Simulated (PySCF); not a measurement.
Input file for PySCF: R-BP86/LANL2DZ on MoW, 2S+1 = 1, a spin state set in the input, which need not be the lowest, a point of a bond scan (R = 1.937 Å).

```python
from pyscf import gto, scf, dft, mp
from pyscf.data.elements import chemcore

mol = gto.M(
    atom='''
    Mo    0.00000000    0.00000000    0.00000000
    W     0.00000000    0.00000000    1.93709300
    ''',
    basis='lanl2dz',
    ecp={'Mo': 'lanl2dz', 'W': 'lanl2dz'},
    charge=0, spin=0, verbose=3, max_memory=1800)
mf = dft.RKS(mol, xc='b88,p86')
mf.conv_tol = 1e-8
mf.max_cycle = 100
mf.kernel()
if not mf.converged:
    mf = mf.newton().run(mf.mo_coeff, mf.mo_occ)
```

Program output:

```
converged SCF energy = -135.334343088395
```

The calculation finished and met its thresholds.

Cost: roughly 2.5 core-seconds.
